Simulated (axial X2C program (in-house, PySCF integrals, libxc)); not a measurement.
Which functional? An output for AuH

An SCF output computed with an in-house all-electron X2C program for linear molecules (integrals from PySCF) for AuH at 1.534 Å, two-component, state Ω = 0, Au dyall-cv3z [13s14p9d6f4g], H dyall-v3z [6s2p1d] (cores contracted in-house), without its first line:

```
basis functions 195  fitting functions 947  grid points 5070
iter        total energy     max residual
   1     -19011.943121426     1.18e+00
   2     -19011.979300479     1.60e-02
   3     -19011.980551817     1.71e-02
   4     -19011.981638929     1.47e-03
   5     -19011.981807808     8.17e-04
   6     -19011.981865850     5.02e-04
   7     -19011.981895351     2.87e-04
   8     -19011.981906707     9.67e-05
   9     -19011.981907981     2.71e-05
  10     -19011.981908071     9.72e-06
  11     -19011.981908084     3.70e-06
  12     -19011.981908085     1.01e-06
converged
one-electron -26104.71890374  Coulomb 7447.61645189  exact exchange -364.45585308  xc functional 0.00000000  nuclear repulsion 27.25228140  atomic mean-field constant -17.67588454
```

Question: Which level of theory produced it?
A. HF
B. LDA
C. PBE0

Answer: A. The exact-exchange term against the functional term shows a share of 1 of exact exchange.
